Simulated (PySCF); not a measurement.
FOS, SMILES O=[S]F (connectivity only; charge and spin as stated), charge -1, multiplicity 1.

Coordinates come from a PBE0-D3(BJ)/def2-TZVPD optimisation. The spin state was assumed, not searched. The isomer is the one that the SMILES or the coordinates give; other isomers of the formula were not compared.

Method: SMD-B3LYP/def2-SVPD (PySCF).

Solvation free energies are E(SMD) − E(gas) at the gas-phase geometry, for 1 M in both phases.

```csv
solvent,ΔG(solv) (kcal/mol),its non-electrostatic (CDS) part
water,-62.5,0.7
2-propanol,-59.5,-0.2
toluene,-34.7,-1.6
```
